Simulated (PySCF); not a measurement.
A structure optimised at PBE-D3(BJ)/def2-SVP, used in a PySCF frequency run:

```
Si
O 1 1.6854
C 2 1.4143 1 122.01
H 3 1.1095 2 108.62 1 179.23
H 3 1.1155 4 107.91 2 -121.82
H 3 1.1157 4 107.94 5 -116.26
H 1 1.5135 2 110.59 3 -58.74
H 1 1.5161 7 106.47 2 -120.52
Si 1 2.3426 7 110.71 8 -119.31
F 9 1.6528 1 108.38 7 -168.09
N 9 1.7286 10 114.40 1 117.23
H 11 1.0228 9 120.43 10 -69.12
H 11 1.0230 12 110.88 9 -149.85
H 9 1.5004 10 106.17 11 117.67
```

Question: Write its SMILES and formula.

Answer: CO[SiH2][Si@@H](N)F, CH8FNOSi2

Question: What are its rotational constants (standard atomic weights)?

Answer: 4.5140, 1.0873, 0.93086 GHz
